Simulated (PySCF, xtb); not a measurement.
H2Sb, SMILES [SbH2+] (connectivity only; charge and spin as stated), charge +1, multiplicity 1.

Harmonic wavenumbers (cm⁻¹) from GFN2-xTB in xtb 6.7.1 at its own minimum, in rising order: 783, 1609, 1645.

Problem. What does PBE-D3(BJ)/def2-TZVPD run with PySCF give at its own minimum? (Estimate from the structure and the level; the computed values follow.)

Solution. 819, 1919, 1928. Paired by order, the mean absolute difference is 210 cm⁻¹ and the zero-point energies are 5.8 and 6.7 kcal/mol.
